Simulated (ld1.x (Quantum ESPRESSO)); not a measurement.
# cadmium, TM: configuration errors across variants

- Element: cadmium
- Generator: ld1.x (Quantum ESPRESSO) 7.5
- Type: norm-conserving Troullier–Martins (Kleinman–Bylander form)
- Functional: Wu–Cohen
- Relativity: scalar-relativistic
- Frozen core: [Ar] 3d10 4s2
- Valence charge: 18
- Reference configuration: 4p6 4d10 5s2 5p0
- Partial waves: 5s (bound): rc 2.45 bohr; 4p (bound): rc 1.60 bohr; 4d (bound): rc 1.50 bohr
- Local potential: all-electron potential smoothed inside 1.75 bohr (lloc = -1)
- Core correction: a·sin(br)/r model core inside 1.35 bohr

All-electron excitation energies from the reference (eV): (1) 4p6 4d10 5s1 5p0 9.313; (2) 4p6 4d10 5s0 5p0 26.404; (3) 4p6 4d9 5s0 5p0 64.426; (4) 4p6 4d10 5s0 5p2 9.835; (5) 4p6 4d10 5s0 5p1 15.203; (6) 4p6 4d8 5s0 5p0 118.495; (7) 4p5 4d10 5s2 5p0 74.166.

The overlap operator is not positive definite (basis up to 400 Ry) in “type PAW; waves now 5s (bound): rcut 2.15, rcutus 2.45 bohr; 5s channel at 3.6 Ry: rcut 2.15, rcutus 2.45 bohr; 4p (bound): rcut 1.40, rcutus 1.60 bohr; 5p (bound): rcut 1.40, rcutus 1.60 bohr; 4d (bound): rcut 1.30, rcutus 1.50 bohr; 4d channel at -0.35 Ry: rcut 1.30, rcutus 1.50 bohr; local potential all-electron potential smoothed inside 1.15 bohr (lloc = -2); augmentation PSQ, inside the norm-conserving radii”. Such files are unfit for use, however small their errors in these radial tests.

1 further variants failed, have other tests or another functional or relativity, and are left out.

A true bound ghost makes a file unfit for plane-wave use even where its test errors are small: the radial tests pick states by their node count and pass the ghost by.

Errors AE − PS in meV (a dash: test not solved or not reliable):

```csv
change,(1),(2),(3),(4),(5),(6),(7),bound ghosts
base,-7.1,-37,-2.6,-65,-58,+5.9,-220,s
local potential all-electron potential smoothed inside 2.00 bohr (lloc = -1),+2.6,-38,-19,-360,-276,-67,+845,s
"type PAW; waves now 5s (bound): rcut 2.15, rcutus 2.45 bohr; 5s channel at 3.6 Ry: rcut 2.15, rcutus 2.45 bohr; 4p (bound): rcut 1.40, rcutus 1.60 bohr; 5p (bound): rcut 1.40, rcutus 1.60 bohr; 4d (bound): rcut 1.30, rcutus 1.50 bohr; 4d channel at -0.35 Ry: rcut 1.30, rcutus 1.50 bohr; local potential all-electron potential smoothed inside 1.15 bohr (lloc = -2); augmentation PSQ, inside the norm-conserving radii",-2.5,-9.7,+331,-2.3,-3.9,+225,–,"s (p not tested, overlap not positive)"
core correction a·sin(br)/r model core inside 0.66 bohr,-7.2,-38,-3.0,-65,-58,+4.1,-232,s
local potential all-electron potential smoothed inside 1.65 bohr (lloc = -1),-6.5,-37,+0.6,+22,+7.0,+22,-190,s
wave 4d (bound): rc 1.50 bohr becomes 4d (bound): rc 1.60 bohr,-7.0,-37,-3.2,-65,-57,+6.6,-231,s
```

(1) Give the same row for: wave 4p (bound): rc 1.60 bohr becomes 4p (bound): rc 1.56 bohr.

## Answers

(1) -7.1, -37, -2.6, -69, -61, +5.7, -217; bound ghosts: s.
